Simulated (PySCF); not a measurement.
# Potential energy of NdN along the bond

Set-up: Nd x2c-SVPall, N x2c-SVPall; spin-free X2C with a Gaussian nucleus (PySCF 2.14). Energies in eV from Nd (4f4 6s2) + N in their ground configurations at the same level. State: quartet, about 3.4 electrons in the 4f shell (Mulliken), real f orbitals that mix terms.

All columns are B97-3. A positive dipole means Nd(−)N(+).

| R (Å) | E (eV) | μ (D) | Mulliken charge on Nd (basis-dependent) | HOMO (eV) | LUMO (eV) | Mayer bond order | ⟨S²⟩ |
| --- | --- | --- | --- | --- | --- | --- | --- |
| 1.488 | -2.198 | -4.97 | 0.13 | -3.33 | -1.04 | 3.15 | 3.76 |
| 1.557 | -3.250 | -5.51 | 0.17 | -3.59 | -1.11 | 3.14 | 3.76 |
| 1.626 | -3.841 | -6.07 | 0.20 | -3.81 | -1.22 | 3.14 | 3.76 |
| 1.678 | -4.059 | -6.49 | 0.23 | -3.93 | -1.33 | 3.14 | 3.76 |
| 1.730 | -4.126 | -6.87 | 0.26 | -4.00 | -1.43 | 3.14 | 3.77 |
| 1.782 | -4.073 | -7.20 | 0.28 | -4.03 | -1.53 | 3.14 | 3.77 |
| 1.851 | -3.861 | -7.54 | 0.31 | -4.03 | -1.65 | 3.13 | 3.78 |
| 1.938 | -3.435 | -7.77 | 0.34 | -3.99 | -1.80 | 3.12 | 3.79 |
| 2.041 | -2.791 | -7.61 | 0.38 | -3.92 | -1.98 | 3.06 | 3.86 |
| 2.180 | -2.029 | -4.19 | 0.36 | -4.09 | -2.76 | 2.25 | 4.96 |

A fit through these points gives, at Re = 1.731 Å, μ = -6.87 D and dμ/dR = -6.89 D/Å; the reduced mass is 12.75 u.

How strong is the fundamental in the double-harmonic approximation, I = 42.26·(dμ/dR)²/μred km/mol?

I = 42.26·(-6.89)²/12.75 = 157 km/mol at B97-3.

⟨S²⟩ of the unrestricted solution departs from its pure value on part of the curve, where spin states mix. These are scalar-relativistic numbers at best; spin–orbit coupling would shift them, the dissociation energy most. With d or f electrons several states lie close, and the lowest PBE0 determinant need not be the measured ground state.
